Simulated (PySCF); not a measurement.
A PySCF script (with the pyscf-properties extension) for the NMR shieldings of `C=C([SiH3])C#CBF`, C₄H₆BFSi, on a GFN2-xTB geometry:

```python
import basis_set_exchange as bse
import numpy as np
from pyscf import gto, dft
from pyscf.prop import nmr

atoms = """
C    -1.109586    1.827779    0.264388
C    -0.735281    0.565138    0.050443
Si   -1.952091   -0.833303   -0.373343
C     0.608859    0.168362    0.106220
C     1.749084   -0.251902    0.138387
B     3.161830   -0.755047    0.205757
F     3.824127   -1.008230   -0.910084
H    -2.144848    2.119815    0.212649
H    -0.399309    2.608089    0.491638
H    -3.302376   -0.283591   -0.243634
H    -1.693627   -1.273341   -1.744968
H    -1.738532   -1.935282    0.565707
H     3.727362   -0.947999    1.219111
"""
names = dict.fromkeys(["C", "Si", "B", "F", "H"], "pcSseg-1")
basis = {el: gto.basis.parse(bse.get_basis(n, elements=[el], fmt="nwchem")) for el, n in names.items()}
mol = gto.M(atom=atoms, basis=basis, charge=0, verbose=0)
mf = dft.RKS(mol, xc="PBE0")
mf.grids.level = 2
mf.grids.alignment = dft.numint.BLKSIZE   # the property module wants whole blocks of grid points
mf.conv_tol = 1e-9
mf.kernel()

calc = nmr.RKS(mf)   # GIAO
C = mf.mo_coeff
Co = C[:, mf.mo_occ > 0]
resp = mf.gen_response(singlet=True, hermi=2)
def vind(x):   # induced exchange potential for any number of trial vectors
    d = np.einsum("pi,xij,qj->xpq", C, 2 * x.reshape(-1, C.shape[1], Co.shape[1]), Co, optimize=True)
    return np.einsum("xpq,pi,qj->xij", resp(d - d.transpose(0, 2, 1)), C, Co, optimize=True).ravel()
mo1, _ = nmr.rhf.solve_mo1(calc, with_cphf=vind)
sigma = calc.kernel(mo1)
for i, s in enumerate(sigma):   # ppm
    w = np.linalg.eigvalsh((s + s.T) / 2)
    print("%2d %-2s iso %8.1f  s11 %8.1f  s22 %8.1f  s33 %8.1f" % (i, mol.atom_pure_symbol(i), w.mean(), *w))
```

Task: What does it print?

Result: 
```
 0 C  iso     39.5  s11    -85.8  s22     45.5  s33    158.7
 1 C  iso     56.9  s11    -48.4  s22     48.9  s33    170.1
 2 Si iso    411.0  s11    371.8  s22    402.7  s33    458.5
 3 C  iso     66.5  s11    -33.7  s22     -7.2  s33    240.3
 4 C  iso     76.4  s11     13.3  s22     15.9  s33    200.1
 5 B  iso     61.4  s11     21.1  s22     66.6  s33     96.4
 6 F  iso    184.7  s11    -31.2  s22     87.6  s33    497.7
 7 H  iso     25.4  s11     21.9  s22     24.8  s33     29.6
 8 H  iso     25.2  s11     21.2  s22     24.7  s33     29.6
 9 H  iso     27.5  s11     24.4  s22     26.1  s33     32.1
10 H  iso     27.3  s11     24.3  s22     25.8  s33     31.8
11 H  iso     27.4  s11     24.3  s22     26.2  s33     31.7
12 H  iso     26.6  s11     24.8  s22     25.9  s33     29.2
```

These numbers come from an equivalent density-fitted implementation of the same equations, which agrees with the script to about 0.01 ppm for H and up to a few tenths of a ppm for heavy atoms, so last digits may differ.

Size and cost of the density-fitted run: 156 basis functions, 19 s wall time on 1 thread of an Arm Neoverse V1, shared host; peak memory 0.71 GiB.
